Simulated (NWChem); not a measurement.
Species: CH$_{4}$F$_{3}$NSi; SMILES N[SiH2]C(F)(F)F

```xyz
10

N     -0.5583     2.2651     0.0000
Si     0.6532     1.0494     0.0000
C     -0.0358    -0.7621     0.0000
F     -0.7981    -1.0104    -1.0799
F      0.9548    -1.6696     0.0000
F     -0.7981    -1.0104     1.0799
H     -1.0924     2.4660     0.8375
H     -1.0924     2.4660    -0.8375
H      1.4680     1.1535    -1.2411
H      1.4680     1.1535     1.2411
```
Atoms are numbered in this order, from 1.

Computed with NWChem. Pople sets run with spherical d functions. Geometry: optimised at PBE0/def2-SVP.

Predict the results for TPSS/6-311++G**. Quantities: highest occupied level (eV); orbital gap (eV); dipole (D).


```yaml
highest occupied level (eV): -6.68
orbital gap (eV): 5.69
dipole (D): 2.56
```
